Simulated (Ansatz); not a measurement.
Cu₂F₂⁻. Total charge -1; doublet. Geometry PBE0-D4/def2-SVPD; atoms count from 1.

Cartesian coordinates in Å:
```
Cu -1.798 0.679 -0.417
Cu 0.596 -0.178 0.108
F -1.075 -0.878 0.570
F 2.277 0.377 -0.261
```

The structure comes from a short search, and lower isomers may exist.

(1) Estimate the Mulliken populations from the PBE0/def2-TZVPD orbitals of Ansatz.

(2) Where does the spin sit?

(3) And the Mayer bond orders between heavy atoms (over 0.3)?

## Answers

(1) 
| atom | charge (e) | spin (α − β) | d electrons |
| --- | --- | --- | --- |
| Cu1 | 0.09 | 0.84 | 9.91 |
| Cu2 | 0.11 | 0.21 | 9.72 |
| F3 | -0.54 | -0.06 | – |
| F4 | -0.67 | 0.00 | – |
Mulliken values depend strongly on the basis. With diffuse functions, as here, like atoms can get unlike values, and bond orders can come out too low or too high.

(2) Summed by element: Cu 1.05, F -0.05, of 1 unpaired in all. Largest on single atoms: Cu1 0.84, Cu2 0.21, F3 -0.06.

(3) Cu1–Cu2 0.62 (2.60 Å); Cu2–F4 0.49 (1.81 Å).
